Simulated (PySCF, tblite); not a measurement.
Isomers of C3H10Si, one GFN2-xTB conformer each. Single-point energies are computed at PBE0/pcSseg-1 (PySCF, gas phase, no added dispersion term), electronic only.

```
     SMILES  GFN2-xTB relative energy (kcal/mol)
CC(C)[SiH3]                                  0.0
 C[SiH](C)C                                  8.7
```

Problem. What does PBE0/pcSseg-1 give for the same structures?

Solution. 
```csv
SMILES,PBE0/pcSseg-1 E (Eh),PBE0/pcSseg-1 (kcal/mol),GFN2-xTB (kcal/mol),point group
C[SiH](C)C,-409.55563,0.0,8.7,C3v
CC(C)[SiH3],-409.52043,22.1,0.0,Cs
```

GFN2-xTB puts CC(C)[SiH3] lowest instead. 

Problem. Which frontier levels, dipoles and rotational constants go with these structures?

Solution. 
```csv
SMILES,"HOMO (eV, PBE0/pcSseg-1)",LUMO (eV),dipole (D),"A, B, C (MHz)"
C[SiH](C)C,-8.55,1.41,0.44,"5201, 5194, 3082"
CC(C)[SiH3],-8.15,0.86,0.62,"7558, 4068, 2973"
```

Problem. What happens when harmonic zero-point energies from GFN2-xTB frequencies are added?

Solution. 
| SMILES | ZPE (kcal/mol) | electronic (kcal/mol) | with ZPE (kcal/mol) |
| --- | --- | --- | --- |
| C[SiH](C)C | 74.2 | 0.0 | 0.0 |
| CC(C)[SiH3] | 73.1 | 22.1 | 21.0 |

The zero-point energies span 1.1 kcal/mol. The order is unchanged.
